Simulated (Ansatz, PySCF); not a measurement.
Process, species as SMILES: CB(C)F [fluoro(dimethyl)borane] -> C[B]F + [CH3] (CH3) (the B-C bond at the site shown breaks; other sites are not compared here)
Geometries: B3LYP-D3(BJ)/def2-TZVP minima from Ansatz (a first-principles code).

Property: bond dissociation energy (electronic energy difference), in kcal/mol. Cores are frozen in the correlated levels unless marked. UHF or UKS for open shells. Spin-orbit coupling is left out. No relativistic terms. CBS marks a two-point X^-3 extrapolation of the correlation energy; Hartree-Fock from the larger set. [CCSD(T)-MP2]/basis is that difference in the basis named.

```tsv
level	program	bond dissociation energy (kcal/mol)
HF/aug-cc-pVDZ	Ansatz	83.3
HF/cc-pVTZ	Ansatz	81.7
HF/cc-pwCVTZ	Ansatz	81.7
HF/def2-TZVPD	PySCF	81.2
PBE-D3(BJ)/def2-TZVPD	Ansatz + dftd3	107.5
B97M-V/def2-TZVPD	Ansatz	109.8
TPSSh/def2-TZVPD	PySCF	101.6
```

Question: Estimate the value at RI-MP2/CBS(cc-pVTZ,cc-pVQZ)+[CCSD(T)-MP2]/cc-pVTZ as computed with Ansatz.

Answer: 110.5 kcal/mol, so TPSSh/def2-TZVPD differs from it by -8.9 kcal/mol.
